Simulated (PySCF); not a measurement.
C3H7BF2O, SMILES B(F)([C@@H](C)OC)F.

The structure is a stationary point at B3LYP-D3(BJ)/def2-SVP. The structure was generated by enumeration; whether it is a known compound was not checked. One conformer was computed; it need not be the lowest.

Level of theory: PBE/def2-TZVP run with PySCF.

The molecule is in vacuum.

### Question
Estimate the frontier levels, gap, dipole moment and polarisability. (An estimate is asked for; the answer gives what the named calculation found.)

### Answer

```
Quantity                                                                                                       Result
---------------------------------------------------------------------------------------------  ----------------------
highest occupied level                                                                                       -6.07 eV
lowest empty level                                                                                           -0.92 eV
orbital gap                                                                                                   5.15 eV
dipole moment                                                                                               0.474 e·Å
quadrupole, principal values (traceless, Buckingham form, about the centre of nuclear charge)  -3.13, -0.36, 3.49 D·Å
mean static polarisability                                                                       57.1 bohr³ (8.46 Å³)
polarisability, principal values                                                               49.8, 56.8, 64.6 bohr³
```
